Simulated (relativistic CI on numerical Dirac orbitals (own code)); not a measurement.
Forbidden transitions in Se19+

These numbers are calculated, not measured: Dirac-Coulomb-Breit CI, KLI orbitals optimised for each configuration, model QED (radiative potential, 1s self-energy scaled to tabulated hydrogen-like ionisation energies), unscaled Slater integrals (own radial code, finite nucleus).

Configuration list (outside the closed core [Ne]): 3s2.3p3, 3s.3p4, 3s2.3p2.3d, 3p5, 3s.3p3.3d, 3p4.3d, 3s.3p2.3d2, 3s2.3p.3d.4p, 3s2.3p2.4s, 3p4.4s, 3p4.4p, 3s.3p2.3d.4s, 3s2.3p2.4p, 3s2.3p2.4d, 3s.3p3.4s, 3s2.3p2.4f, 3p3.3d.4p, 3s.3p3.4p, 3s.3p3.4d, 3s.3p3.4f, 3s2.3p2.5s, 3s2.3p2.5p, 3s2.3p.4s.4p, 3s2.3p2.5d, 3s2.3p2.5f, 3s2.3p2.5g, 3s.3p2.4s2, 3s.3p3.5s, 3s2.3p.3d2, 3s2.3d3, 3s.3p.3d3, 3s2.3d2.4s, 3s2.3d2.4p, 3s2.3d2.4d, 3p3.3d2, 3p2.3d3, 3p2.3d2.4s, 3p2.3d2.4p, 3p2.3d2.4d, 3s2.3p.3d.4s, 3s.3p.3d2.4s, 3s2.3d.4s2, 3s2.3d.4s.4p, 3s2.3d.4s.4d, 3s.3p2.3d.4p, 3s.3p.3d2.4p, 3s.3p.3d.4s.4p, 3s.3p.3d.4p2, 3s.3p.3d.4p.4d, 3p3.3d.4s, 3p2.3d.4s2, 3p2.3d.4s.4p, 3p2.3d.4s.4d, 3s2.3p.4s2, 3s.3p.3d.4s2, 3s2.4s2.4p, 3s2.4s2.4d, 3s2.3p.4p2, 3s2.3d.4p2, 3s2.4s.4p2, 3s2.4p3, 3s2.4p2.4d, 3s.3p2.4s.4p, 3s.3p.4s2.4p, 3s.3p.4s.4p2, 3s.3p.4s.4p.4d. Double excitations out of closed p, d and f shells are left out; levels of such configurations are missing from the list, as are those of other unlisted configurations, and high levels can miss mixing partners. These lack a partner that the ground configuration has and come out too high: 3s2.3p2.4f, 3s.3p3.4d, 3s.3p3.4f, 3s2.3p2.5s, 3s2.3p2.5p.

```csv
λ vac (Å),Lower,Upper,Type,A (s⁻¹),gf,Branching (%)
155.40,3s2.3p3 2D°_5/2 [3],3s2.3p2.3d 4F_9/2 [21],M2,1.94e+02,7.01e-09,29.3
362.48,3s.3p4 4P_5/2 [6],3s2.3p2.3d 4F_9/2 [21],E2,1.28e+02,2.52e-08,19.4
563.72,3s2.3p3 4S°_3/2 [1],3s2.3p3 2P°_3/2 [5],M1,4.12e+03,7.85e-07,22.4
748.50,3s2.3p3 4S°_3/2 [1],3s2.3p3 2P°_1/2 [4],M1,6.71e+03,1.13e-06,89.2
834.28,3s2.3p2.3d 4F_7/2 [17],3s2.3p2.3d 2G_9/2 [27],M1,2.75e+03,2.87e-06,40.6
902.13,3s2.3p3 2D°_3/2 [2],3s2.3p3 2P°_3/2 [5],M1,1.11e+04,5.40e-06,60.2
944.72,3s2.3p2.3d 2F_7/2 [18],3s2.3p2.3d 2G_9/2 [27],M1,1.70e+02,2.28e-07,2.5
1051.2,3s2.3p2.3d 4F_9/2 [21],3s2.3p2.3d 2G_9/2 [27],M1,3.32e+03,5.50e-06,49.0
1113.2,3s2.3p3 4S°_3/2 [1],3s2.3p3 2D°_5/2 [3],M1,4.02e+02,4.48e-07,80.1
1142.1,3s2.3p3 2D°_5/2 [3],3s2.3p3 2P°_3/2 [5],M1,2.64e+03,2.06e-06,14.3
1491.3,3s2.3p3 2D°_3/2 [2],3s2.3p3 2P°_1/2 [4],M1,7.92e+02,5.28e-07,10.5
1502.8,3s2.3p3 4S°_3/2 [1],3s2.3p3 2D°_3/2 [2],M1,3.25e+03,4.40e-06,100.0
2195.7,3s2.3p2.3d 4D_7/2 [23],3s2.3p2.3d 2G_9/2 [27],M1,3.23e+02,2.33e-06,4.8
2283.5,3s2.3p3 2P°_1/2 [4],3s2.3p3 2P°_3/2 [5],M1,5.25e+02,1.64e-06,2.9
4042.4,3s2.3p2.3d 4F_7/2 [17],3s2.3p2.3d 4F_9/2 [21],M1,3.35e+02,8.20e-06,50.7
4293.5,3s2.3p3 2D°_3/2 [2],3s2.3p3 2D°_5/2 [3],M1,9.61e+01,1.59e-06,19.1
```

Terms are leading LS components. Brackets give the number of a level in order of energy, since labels repeat. The list gives strong lines, with weight on those to low levels, among the lowest 400 of 7833 levels, so that lines to higher ones, which can be the strongest, are missing. Levels whose partners in the same complex of configurations lie outside the list can be far off, and so can their lines. Rates are taken at the computed energies, electric ones in the length gauge.

At this charge energies of transitions that change n are usually good to better than 1 %, and those within a shell (Δn = 0) to a few per cent.

From the table, what is the radiative lifetime of 3s2.3p3 2P°_3/2?

The listed rates from this level add up to about 1.84e+04 s⁻¹, 100 % of its decay; with all channels τ = 5.44e-05 s.

LS names give the leading component of a level, which can be under half, so a name can repeat, a term be missing and a line seem to break the LS rules.
